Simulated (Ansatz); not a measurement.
The cluster Ru3H6, relaxed as a singlet with RKS PBE0-D4/def2-SVP in Ansatz, starting from the GFN1-xTB geometry. Force threshold 0.02 eV/Å.

In the def2 sets Ru takes a core potential; there is no spin–orbit coupling. The relaxation made no stability test and no search for a lower SCF solution. At PBE0-D4/def2-SVP a quintet of charge 0 lies 0.10 eV below the restricted singlet, each at its own geometry. The structure comes from a short search, and lower isomers may exist.

Start:

```
atom   x (Å)   y (Å)   z (Å)
 Ru1  -1.215  -0.560  -0.173
 Ru2   0.705   0.412  -1.065
 Ru3   0.500   0.142   1.239
  H4   0.127   1.493   1.921
  H5  -1.182  -2.110  -0.338
  H6   1.636  -0.682  -1.669
  H7   1.357  -1.065   1.727
  H8  -2.383   0.472  -0.176
  H9   0.456   1.898  -1.465
```

**Question.** Estimate the energy that the relaxation releases and the steps that it takes.

**Answer.** 2.40 eV, in 12 steps; 29 s on 4 threads of Arm Neoverse V2 on a shared host. No frequencies were taken in this run, so the end may be a saddle point.

**Question.** Does the start keep its bonding and symmetry?

**Answer.** By distances, no bond broke or formed. The bond that changes most is Ru2–Ru3, from 2.33 to 2.37 Å (atoms count from 1). Point group D3h at the start, C3h at the end, both within 0.05 Å.

**Question.** Predict the relaxed structure.

**Answer.** 
```tsv
atom	x (Å)	y (Å)	z (Å)
Ru1	-1.1375	-0.5708	0.5011
Ru2	0.1445	0.1668	-1.3511
Ru3	0.9948	0.4034	0.8490
H4	-0.0625	1.1799	1.7293
H5	-0.9981	-1.7674	-0.5210
H6	1.5742	-0.5022	-1.2857
H7	0.9590	-1.0028	1.5682
H8	-2.0217	0.4151	-0.3599
H9	0.5473	1.6781	-1.1299
```
Bond lengths (bridged metal pairs left out): 3 × Ru–Ru 2.37 Å; 6 × H–Ru 1.58 Å.
